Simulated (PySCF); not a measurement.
# How methods differ on the ionisation energy of Sr+

Sr+ [Kr] 5s1 (2S) → Sr(2+) [Kr] (1S), as a difference of total energies. Calculation: PySCF 2.14, in aug-cc-pVQZ-X2C (9s8p6d3f2g, 102 functions); scalar relativity by spin-free X2C-1e. The calculations carry no spin-orbit coupling.

```tsv
method	ionisation energy (eV)
UHF	10.448
LDA	11.356
PBE	11.186
PBE0	11.061
r2SCAN	10.864
M06	10.724
```

Estimate what M06-2X gives.

10.985 eV, closest to PBE0 among the rows shown.

Estimate what M06-L gives.

10.254 eV, closest to UHF among the rows shown.

For comparison: 11.030 eV (measured; NIST Atomic Spectra Database, ionization energies).
